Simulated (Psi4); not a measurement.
Computed with SAPT0/jun-cc-pVDZ, frozen core (Psi4).

Psi4 input:

```
molecule {
0 1
Si -0.88161051 0.10422203 -0.02208115
C 0.98099874 -0.11597154 0.02457704
H -1.48813859 -0.79082167 -1.03776124
H -1.23372804 1.50388872 -0.36491041
H -1.47877413 -0.21647602 1.29743888
H 1.24480435 -1.14466597 0.27648765
H 1.43167587 0.54082030 0.77075404
H 1.42477233 0.11900415 -0.94450481
--
0 1
O 0.33642283 2.26167017 2.38826976
H -0.14815122 2.74537265 1.71150979
H -0.30312481 1.65215816 2.77070498
units angstrom
symmetry c1
no_reorient
no_com
}
set basis jun-cc-pvdz
set scf_type df
set freeze_core true
energy('sapt0')
```

Part of the output:

```
    SAPT Results
  --------------------------------------------------------------------------------------------------------
    Electrostatics                 -4.02116631 [mEh]      -2.52331996 [kcal/mol]     -10.55757070 [kJ/mol]
      Elst10,r                     -4.02116631 [mEh]      -2.52331996 [kcal/mol]     -10.55757070 [kJ/mol]

    Exchange                        5.80289801 [mEh]       3.64137347 [kcal/mol]      15.23550662 [kJ/mol]
      Exch10                        5.80289801 [mEh]       3.64137347 [kcal/mol]      15.23550662 [kJ/mol]
      Exch10(S^2)                   5.79098624 [mEh]       3.63389873 [kcal/mol]      15.20423229 [kJ/mol]

    Induction                      -0.91979591 [mEh]      -0.57718065 [kcal/mol]      -2.41492384 [kJ/mol]
      Ind20,r                      -1.98572532 [mEh]      -1.24606145 [kcal/mol]      -5.21352111 [kJ/mol]
      Exch-Ind20,r                  1.35771625 [mEh]       0.85197981 [kcal/mol]       3.56468351 [kJ/mol]
      delta HF,r (2)               -0.29178684 [mEh]      -0.18309901 [kcal/mol]      -0.76608624 [kJ/mol]

    Dispersion                     -2.13187784 [mEh]      -1.33777354 [kcal/mol]      -5.59724450 [kJ/mol]
      Disp20                       -2.48702888 [mEh]      -1.56063418 [kcal/mol]      -6.52969343 [kJ/mol]
      Exch-Disp20                   0.35515104 [mEh]       0.22286064 [kcal/mol]       0.93244892 [kJ/mol]
      Disp20 (SS)                  -1.24351444 [mEh]      -0.78031709 [kcal/mol]      -3.26484671 [kJ/mol]
      Disp20 (OS)                  -1.24351444 [mEh]      -0.78031709 [kcal/mol]      -3.26484671 [kJ/mol]
      Exch-Disp20 (SS)              0.20017648 [mEh]       0.12561264 [kcal/mol]       0.52556327 [kJ/mol]
      Exch-Disp20 (OS)              0.15497456 [mEh]       0.09724801 [kcal/mol]       0.40688566 [kJ/mol]

  Total HF                          0.86193578 [mEh]       0.54087287 [kcal/mol]       2.26301208 [kJ/mol]
  Total SAPT0                      -1.26994206 [mEh]      -0.79690068 [kcal/mol]      -3.33423243 [kJ/mol]
```
